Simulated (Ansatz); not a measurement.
CuAg₄⁺, relaxed as a singlet with RKS PBE-D4/def2-SVP in Ansatz, starting from the GFN2-xTB geometry. Force threshold 0.02 eV/Å.

In the def2 sets Ag takes a core potential; there is no spin–orbit coupling. Another isomer (singlet) lies 0.03 eV lower at PBE0-D4/def2-TZVP; other spin states weren't run for this one.

Start:

Cartesian coordinates in Å:
```
Ag 2.349 1.322 -1.155
Ag -2.164 -1.462 1.110
Ag -2.722 0.525 -0.635
Ag 0.026 0.011 -0.004
Cu 2.512 -0.395 0.684
```

| step | energy (eV) | largest force component (eV/Å) | SCF passes |
| --- | --- | --- | --- |
| 1 | -60621.4950 | 0.610 | 41 |
| 2 | -60621.5862 | 0.273 | 22 |
| 3 | -60621.5987 | 0.033 | 21 |
| 4 | -60621.5990 | 0.008 | 22 |
| 5 | -60621.5993 | 0.013 | 23 |
| 6 | -60621.5998 | 0.010 | 22 |

Force components are those of the run's own axes.

End:

```xyz
5

Ag    2.175    1.269   -1.130
Ag   -2.105   -1.417    1.058
Ag   -2.566    0.550   -0.636
Ag    0.037   -0.036    0.040
Cu    2.459   -0.366    0.667
```

By distances, no bond broke or formed. The bond that changes most is Ag1–Ag4, from 2.91 to 2.76 Å (atoms count from 1).

The force fell under the threshold at step 4, but the optimiser went on. No frequencies were taken in this run, so the end may be a saddle point.

Hardware: 4 threads of INTEL XEON PLATINUM 8581C on a shared host. Wall time 8.5 s.
